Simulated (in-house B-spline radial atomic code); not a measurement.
The numbers below are computed, except where a source is named.
## Ga in an electron gas of r_s = 2: phase shifts, screening, friction and resistivity

A nucleus sits in a uniform electron gas with a rigid positive background. The Kohn-Sham equations are solved self-consistently in the spin-unpolarised LDA (PW92), non-relativistic, on B-splines with outgoing waves at the boundary and partial waves to l = 8. The model has no lattice, no bands and no magnetic solution. Atomic units; δ_l are the phase shifts at the Fermi level, counted so that each bound state adds π, and good to about 0.0005.

The density parameter is r_s = 2 bohr, near that of the valence electrons of Si (4 per atom, density 2.33 g/cm³, mass 28.09 u, which gives r_s = 2.01).

```
l  δ_l (rad)
0     9.9033
1     7.1713
2     3.3412
3     0.0621
4     0.0118
5     0.0023
6     0.0005
7     0.0001
8     0.0001
```

Bound levels below the band bottom (hartree): p -39.63, s -4.815, p -3.159, d -0.316, s -0.03726 and deeper ones.

Question: Check the Friedel sum rule, and say where the screening charge sits.

Answer: k_F = (9π/4)^(1/3)/r_s = 0.95958. The rule is Z = (2/π) Σ (2l + 1) δ_l. The terms are s 6.305, p 13.696, d 10.635, f 0.277 and 0.090 beyond, in all 31.003 against Z = 31. Bound states hold 8 s, 12 p, 10 d electrons, so the scattering states carry 1.00 in all; where a term is smaller than its bound count, the bound level has drawn weight out of the band.

Question: Find the transport cross section and the electronic stopping of a 10 keV Ga ion (mass 69.72 u).

Answer: σ_tr = (4π/k_F²) Σ (l + 1) sin²(δ_l − δ_(l+1)). The terms for l = 0 to 3 are 0.1586, 0.8074, 0.0564, 0.0101, all together 1.0330, so σ_tr = 13.647 × 1.0330 = 14.097 bohr². With n = 3/(4π r_s³) = 0.02984, the friction coefficient is Q = n k_F σ_tr = 0.4037. For v well below v_F = 0.960, dE/dx = Q v; with 24801 eV per u at v = 1, v = √(10000/(24801 × 69.72)) = 0.0760, so dE/dx = 0.03070 hartree/bohr = 15.8 eV/nm. The largest term couples the p and d waves.

Question: What residual resistivity would 1 atomic per cent of such centres give in a metal of this density?

Answer: Δρ = k_F n_i σ_tr/n in atomic units of 21.74 μΩ·cm. With one host atom per 4 electrons, n_i/n = 0.01/4, so Δρ = 0.9596 × 0.00250 × 14.097 × 21.74 = 0.74 μΩ·cm. This is an atom added to the gas, as on an interstitial site.

Question: On a substitutional site the background of one host ion, a sphere holding 4 charges, is taken out. The phase shifts for l = 0 to 4 become 9.4345, 6.3150, 2.9435, -0.0656, -0.0184. What follows?

Answer: The Friedel sum is now 27.00, for Z − 4 = 27. The sum in σ_tr is 0.1667, so σ_tr = 2.27 bohr² and Δρ = 0.12 μΩ·cm per atomic per cent, 0.16 times the value above. A real host ion scatters too, so this model doesn't give zero even for the host's own atom.
